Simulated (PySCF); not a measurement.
This PySCF input asks for the NMR shieldings of SMILES C1=CN([SiH2]OC(C)=O)C=C1, C6H9NO2Si; the geometry comes from PBE0-D3(BJ)/def2-SVP.

```python
import basis_set_exchange as bse
import numpy as np
from pyscf import gto, dft
from pyscf.prop import nmr

atoms = """
C     2.698089    0.261774    0.024207
C     1.751244   -0.881258   -0.149611
O     2.054853   -2.044744   -0.248257
O     0.465087   -0.503486   -0.194933
Si   -0.650537   -1.780885   -0.420524
N    -2.173800   -0.893589   -0.430293
C    -2.351902    0.473008   -0.331388
C    -3.696361    0.748905   -0.391775
C    -4.377171   -0.494565   -0.532657
C    -3.418851   -1.478717   -0.553228
H     2.443499    0.816907    0.938698
H     2.587228    0.959879   -0.818646
H     3.727076   -0.109370    0.076018
H    -0.438242   -2.448441   -1.726943
H    -0.629700   -2.729646    0.717900
H    -1.494560    1.132898   -0.224804
H    -4.145918    1.738789   -0.338716
H    -5.451797   -0.649598   -0.609630
H    -3.527294   -2.558920   -0.645703
"""
names = dict.fromkeys(["C", "O", "Si", "N", "H"], "pcSseg-1")
basis = {el: gto.basis.parse(bse.get_basis(n, elements=[el], fmt="nwchem")) for el, n in names.items()}
mol = gto.M(atom=atoms, basis=basis, charge=0, verbose=0)
mf = dft.RKS(mol, xc="PBE0")
mf.grids.level = 2
mf.grids.alignment = dft.numint.BLKSIZE   # the property module wants whole blocks of grid points
mf.conv_tol = 1e-9
mf.kernel()

calc = nmr.RKS(mf)   # GIAO
C = mf.mo_coeff
Co = C[:, mf.mo_occ > 0]
resp = mf.gen_response(singlet=True, hermi=2)
def vind(x):   # induced exchange potential for any number of trial vectors
    d = np.einsum("pi,xij,qj->xpq", C, 2 * x.reshape(-1, C.shape[1], Co.shape[1]), Co, optimize=True)
    return np.einsum("xpq,pi,qj->xij", resp(d - d.transpose(0, 2, 1)), C, Co, optimize=True).ravel()
mo1, _ = nmr.rhf.solve_mo1(calc, with_cphf=vind)
sigma = calc.kernel(mo1)
for i, s in enumerate(sigma):   # ppm
    w = np.linalg.eigvalsh((s + s.T) / 2)
    print("%2d %-2s iso %8.1f  s11 %8.1f  s22 %8.1f  s33 %8.1f" % (i, mol.atom_pure_symbol(i), w.mean(), *w))
```

Question: What are the results?

Answer: 
```
 0 C  iso    162.3  s11    142.2  s22    152.3  s33    192.4
 1 C  iso      6.1  s11    -94.9  s22     40.2  s33     72.9
 2 O  iso   -137.8  s11   -379.6  s22   -256.8  s33    222.9
 3 O  iso    121.7  s11    -21.9  s22    150.5  s33    236.5
 4 Si iso    376.5  s11    348.5  s22    375.1  s33    405.9
 5 N  iso     94.5  s11     10.3  s22     80.5  s33    192.8
 6 C  iso     57.3  s11    -24.6  s22     60.8  s33    135.6
 7 C  iso     67.9  s11    -16.4  s22     59.0  s33    161.0
 8 C  iso     64.6  s11    -21.0  s22     55.9  s33    158.7
 9 C  iso     61.4  s11    -19.2  s22     63.0  s33    140.5
10 H  iso     28.9  s11     25.2  s22     28.2  s33     33.3
11 H  iso     28.9  s11     25.3  s22     28.1  s33     33.3
12 H  iso     29.4  s11     25.1  s22     27.7  s33     35.3
13 H  iso     25.7  s11     21.7  s22     25.0  s33     30.3
14 H  iso     25.7  s11     21.6  s22     25.0  s33     30.4
15 H  iso     24.3  s11     19.3  s22     25.4  s33     28.1
16 H  iso     24.8  s11     22.2  s22     25.2  s33     27.0
17 H  iso     24.6  s11     22.2  s22     25.1  s33     26.6
18 H  iso     24.6  s11     20.8  s22     25.7  s33     27.2
```

These numbers come from an equivalent density-fitted implementation of the same equations, which agrees with the script to about 0.01 ppm for H and up to a few tenths of a ppm for heavy atoms, so last digits may differ.

Question: Turn these shieldings into chemical shifts. Shifts are taken against calculated references (same method and geometry level): 13C (184.41 ppm) and 29Si (351.99 ppm) and 1H (31.27 ppm) vs TMS; 17O (334.56 ppm) vs H2O; NH3 for 15N (265.67 ppm).

Answer: Averaging equivalent atoms: C 1: 178.3; C 6/9: 125.1; C 7/8: 118.2; C 0: 22.1; O 2: 472.4; O 3: 212.8; Si 4: -24.5; N 5: 171.1; H 15/18: 6.84; H 16/17: 6.55; H 13/14: 5.60; H 10/11/12: 2.22 ppm. Unscaled 17O shifts of doubly bonded oxygen tend to come out too high, by tens of ppm or more. Experimental scales use liquid or dissolved standards, which lie at an offset from isolated NH3 (liquid NH3: subtract about 20 ppm) and H2O (liquid H2O: subtract about 36 ppm). Unscaled 15N shifts of sp2 nitrogen come out 20 to 40 ppm too high even then.

Size and cost of the density-fitted run: 222 basis functions, 45 s wall time on 1 thread of an Arm Neoverse V1, shared host; peak memory 1.1 GiB.
